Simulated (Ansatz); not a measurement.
A nudged elastic band was laid between two geometries of ClGaH6NSi (10 atoms, charge 0, multiplicity 2).

The calculation used Ansatz 0.2.0, UKS PBE/def2-SVP.

- movable images: 7
- climbing image: yes
- spring: 5.0 eV/Å²
- optimiser: quadratic models (default)
- start path: through a guess of the saddle point
- force threshold: 0.05 eV/Å
- iteration limit: 60
- end points: relaxed

Image 0:

```xyz
10
Properties=species:S:1:pos:R:3
Ga 0.402 -0.238 1.011
Cl 0.704 -2.413 1.024
H 1.542 0.714 0.503
N -1.406 0.129 0.546
H -2.140 -0.568 0.716
H -1.799 1.077 0.574
Si -0.367 0.255 3.415
H -1.480 -0.683 3.786
H 0.812 0.047 4.331
H -0.842 1.680 3.517
```

Image 8:

```xyz
10
Properties=species:S:1:pos:R:3
Ga 0.247 -0.163 0.069
Cl 0.101 -1.955 2.590
H 1.139 0.827 0.985
N -1.525 0.364 -0.097
H -2.178 -0.109 -0.726
H -1.799 1.344 0.033
Si -0.103 -0.339 3.916
H -0.626 -0.888 5.211
H 1.245 0.284 4.119
H -1.073 0.635 3.322
```

Task: What changes between the two ends?

Result: Bonds broken: Ga1–Cl2, Ga1–Si7. Bonds formed: Cl2–Si7. ClGaH6NSi becomes ClH3Si + GaH3N.

Task: Give the energies along the band, and the barrier.

Result: The run converged. The highest image is number 4 of 0 to 8, 0.88 eV above the first end and 0.35 eV above the last; the last end lies 0.53 eV above the first. A vibrational analysis at the climbing image gives one clearly imaginary mode, 237i cm⁻¹: a first-order saddle point.

| image | path coordinate (Å) | energy (eV) | Ga1–Cl2 (Å) | Ga1–Si7 (Å) | Cl2–Si7 (Å) |
| --- | --- | --- | --- | --- | --- |
| 0 | 0.00 | 0.00 | 2.20 | 2.57 | 3.74 |
| 1 | 1.50 | 0.08 | 2.22 | 2.60 | 3.38 |
| 2 | 3.00 | 0.44 | 2.19 | 3.54 | 3.37 |
| 3 | 4.50 | 0.53 | 2.18 | 4.48 | 3.46 |
| 4 | 6.01 | 0.88 | 2.38 | 4.63 | 2.46 |
| 5 | 7.31 | 0.57 | 3.20 | 4.86 | 2.10 |
| 6 | 8.61 | 0.55 | 3.21 | 4.46 | 2.10 |
| 7 | 9.91 | 0.54 | 3.20 | 4.20 | 2.10 |
| 8 | 11.22 | 0.53 | 3.10 | 3.87 | 2.10 |

Task: What is the geometry of the highest image?

Result: 
```xyz
10
Properties=species:S:1:pos:R:3
Ga 0.183 -0.121 0.021
Cl 0.229 -0.782 2.306
H 1.327 0.852 -0.488
N -1.559 0.077 -0.544
H -2.279 -0.586 -0.244
H -1.765 0.427 -1.485
Si -0.122 -0.086 4.640
H -1.436 -0.634 5.121
H 1.008 -0.561 5.511
H -0.159 1.413 4.584
```

Task: What are the harmonic wavenumbers there?

Result: 237i, 10, 40, 54, 121, 219, 271, 297, 312, 361, 452, 491, 657, 720, 738, 894, 898, 1465, 1845, 2143, 2184, 2195, 3471, 3580 cm⁻¹.

Run time: 4.7 min on 4 threads of Arm Neoverse V2, with other jobs on the host, peak memory 0.2 GiB.
